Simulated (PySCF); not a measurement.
# Relaxation of singlet InBr₂⁺

Method: PBE0 in PySCF with In def2-TZVP with ECP28, Br def2-TZVP; scalar-relativistic core potentials, no spin–orbit coupling; density-fitted integrals. A (50,194) grid was used.

A hand-made linear start, of D∞h symmetry, held to at least that symmetry:

```xyz
3
charge 1 multiplicity 1, angstrom
In    0.0000    0.0000    0.0000
Br    0.0000    0.0000    2.5088
Br    0.0000    0.0000   -2.5088
```

(1) What forces act on the atoms at the start (eV/Å)?

(2) What does it relax to?

(3) How much energy is released, and in how many steps?

## Answers

(1) 
```csv
atom,Fx,Fy,Fz
In1,0.00,0.00,0.00
Br2,0.00,0.00,-1.84
Br3,0.00,0.00,1.84
```

(2) It ends at D∞h with In–Br 2.346 Å (×2); Br–In–Br 180.0°. A frequency run shows a minimum. Other isomers or separated fragments may lie lower.

(3) 32.6 kJ/mol in 4 steps.
